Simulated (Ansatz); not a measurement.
`[NH2][Sb]1[CH2][SiH]1Cl`, relaxed with RKS PBE0-D4/def2-TZVP in Ansatz from a PBE-D4/def2-SVP geometry. The force threshold is 0.005 eV/Å; the program also tests the step.

Total charge 0; spin multiplicity 1. Sb: def2 effective core potential.

Start:

```xyz
10

N    -0.526   -1.206   -1.470
Sb    1.118    0.093   -1.209
C    -0.194    1.418    0.169
Si    0.621    0.193    1.288
Cl   -0.556   -1.326    2.102
H    -0.486   -1.580   -2.430
H    -0.423   -2.018   -0.843
H     0.092    2.485    0.226
H    -1.238    1.247   -0.148
H     1.592    0.693    2.314
```

```
         step  energy (eV)  largest force (eV/Å)  largest move (Å)
            1  -29539.1414                 0.763             0.000
            2  -29539.2104                 0.386             0.080
            3  -29539.2256                 0.247             0.038
            4  -29539.2283                 0.093             0.029
            5  -29539.2294                 0.044             0.015
            6  -29539.2298                 0.027             0.014
            7  -29539.2301                 0.035             0.032
            8  -29539.2302                 0.018             0.012
            9  -29539.2303                 0.010             0.015
           10  -29539.2303                 0.007             0.009
11 (rejected)  -29539.2303                 0.006             0.006
           12  -29539.2303                 0.003             0.003
```

End:

```xyz
10

N    -0.470   -1.226   -1.462
Sb    1.092    0.068   -1.155
C    -0.193    1.386    0.168
Si    0.598    0.195    1.303
Cl   -0.569   -1.241    2.184
H    -0.551   -1.464   -2.443
H    -0.366   -2.089   -0.942
H     0.098    2.433    0.202
H    -1.226    1.229   -0.131
H     1.586    0.708    2.276
```

Hardware: 4 threads of a server CPU on a shared host. Wall time 52 s, peak host memory 0.71 GiB.
